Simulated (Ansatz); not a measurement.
`C[SiH](F)N[SiH2]F` + `[SiH3][SiH2]S` → `F[SiH2][SiH2]S` + `C[SiH](F)N[SiH3]`  (redistribution)

Gas-phase electronic energies from Ansatz, PBE0-D4/def2-TZVP geometries. CBS: MP2 limit from def2 TZ/QZ plus the TZ coupled-cluster correction, frozen cores. Functionals use def2-TZVPP. One conformer a species, not always the lowest.

```tsv
level	ΔE (kJ/mol)	difference from CCSD(T)/CBS
PBE-D4	34.5	-2.1
r2SCAN-D4	36.7	0.1
ωB97X-V	34.9	-1.7
PBE	36.0	-0.6
r2SCAN	37.1	0.5
MP2/def2-TZVPP	37.4	0.8
SCS-MP2/def2-TZVPP	35.7	-0.9
CCSD(T)/def2-TZVPP	37.6	1.0
HF/def2-QZVPP	35.4	-1.2
CCSD/CBS(def2)	36.3	-0.3
CCSD(T)/CBS	36.6	0
```

Largest T1 diagnostic among the species: 0.012.
